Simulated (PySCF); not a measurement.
C₂V, SMILES [V]1[C][C]1 (connectivity only; charge and spin as stated), neutral, multiplicity 4.

The structure is a stationary point at B3LYP-D3(BJ)/def2-TZVP. The multiplicity is an assumed one; other spin states were not compared.

These are PBE/def2-TZVPD (PySCF) values and carry that method's errors.

The molecule is in vacuum.

The total energy comes out as -1019.74041 hartree and the point group is C2v. The α spin, highest occupied and lowest empty level is -4.84 and -3.88 eV and the β spin, highest occupied and lowest empty level comes out as -5.98 and -3.06 eV. The dipole moment comes out as 5.83 D, the quadrupole, principal values (traceless, Buckingham form, about the centre of nuclear charge) comes out as -4.05, 0.38, 3.67 D·Å and the mean static polarisability is 68.3 bohr³ (10.12 Å³). The polarisability, principal values comes out as 57.5, 63.9, 83.4 bohr³ and the ⟨S²⟩ is 3.817 (pure state 3.75).
